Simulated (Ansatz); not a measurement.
Relaxation of CH₇FN₂OSi (13 atoms, charge 0, multiplicity 1), to a largest force component of 0.015 eV/Å in at most 40 steps.

Method: RKS BLYP-D4/def2-SVP (Ansatz 0.2.0).

```xyz
13
Properties=species:S:1:pos:R:3
N 0.205 -1.721 1.089
C 0.898 -0.427 0.938
F 2.121 -0.755 0.514
Si 0.205 0.760 -0.352
N -0.435 -0.071 -1.754
O -1.282 1.473 0.162
H 0.270 -2.167 0.190
H -0.795 -1.457 1.191
H 0.990 0.096 1.948
H 1.042 1.826 -0.767
H -0.646 0.638 -2.424
H -1.324 -0.456 -1.487
H -1.229 2.226 0.765
```

Task: Where does it end, and by what steps?

Result: The forces met the threshold. After 20 steps the energy has fallen by 0.966 eV; H8 moved furthest, 1.28 Å.

```
step  energy less start (eV)  largest force component (eV/Å)  accepted
   0                  0.0000                           3.039       yes
   1                 -0.4896                           1.070       yes
   2                 -0.5809                           0.741       yes
   3                 -0.6123                           1.031       yes
   4                 -0.6684                           0.393       yes
   5                 -0.6964                           0.227       yes
   6                 -0.6990                           0.206       yes
   7                 -0.7214                           0.189       yes
   8                 -0.6662                           1.516        no
   9                 -0.7357                           0.106       yes
  10                 -0.7448                           0.423       yes
  11                 -0.7682                           0.522       yes
  12                 -0.8356                           0.830       yes
  13                 -0.7341                           3.048        no
  14                 -0.9060                           0.686       yes
  15                 -0.9346                           0.511       yes
  16                 -0.9609                           0.249       yes
  17                 -0.9289                           0.679        no
  18                 -0.9648                           0.123       yes
  19                 -0.9654                           0.062       yes
  20                 -0.9656                           0.013       yes
```

```xyz
13
Properties=species:S:1:pos:R:3
N -0.143 -1.453 0.985
C 0.692 -0.307 0.949
F 2.074 -0.609 0.605
Si 0.075 0.898 -0.418
N -0.510 -0.058 -1.749
O -1.194 1.836 0.186
H -0.218 -1.882 0.053
H 0.169 -2.162 1.661
H 0.747 0.146 1.964
H 1.218 1.724 -0.918
H -0.201 0.175 -2.696
H -1.497 -0.331 -1.754
H -1.192 1.989 1.148
```

Whether the end is a true minimum wasn't checked by a vibrational analysis.

Time of the run: 69 s on 2 threads of Arm Neoverse V1, on a shared host, peak memory 0.18 GiB.
